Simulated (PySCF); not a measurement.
Al(CF3)(F)(OMe) (C2H3AlF4O), SMILES C[O][Al]([F])[C](F)(F)F.

The structure is a stationary point at PBE0-D3(BJ)/def2-SVP. Other conformers were not sampled.

Two levels are set side by side: PBE/def2-TZVP (PySCF) and HF/def2-TZVP (PySCF). Same geometry, gas phase. Differences are taken from unrounded values.

| quantity | HF |
|---|---|
| orbital gap (eV) | 14.71 |
| highest occupied level (eV) | -12.80 |
| lowest empty level (eV) | 1.91 |
| dipole moment (D) | 3.10 |

Question: What does PBE give, and how far is it from HF? (Estimate from the structure and the level; the computed values follow.)

Answer: 
| quantity | PBE | PBE minus HF |
|---|---|---|
| orbital gap (eV) | 5.63 | -9.08 |
| highest occupied level (eV) | -7.31 | 5.49 |
| lowest empty level (eV) | -1.68 | -3.59 |
| dipole moment (D) | 2.56 | -0.54 |

PBE's occupied levels lie high since its potential decays too fast outside the molecule; exact exchange lowers them and widens the gap. Differences between two approximate levels are no errors against the true value.

Rough cost on one machine, each run with all the roots and properties that it gave: HF against PBE about 1/6.
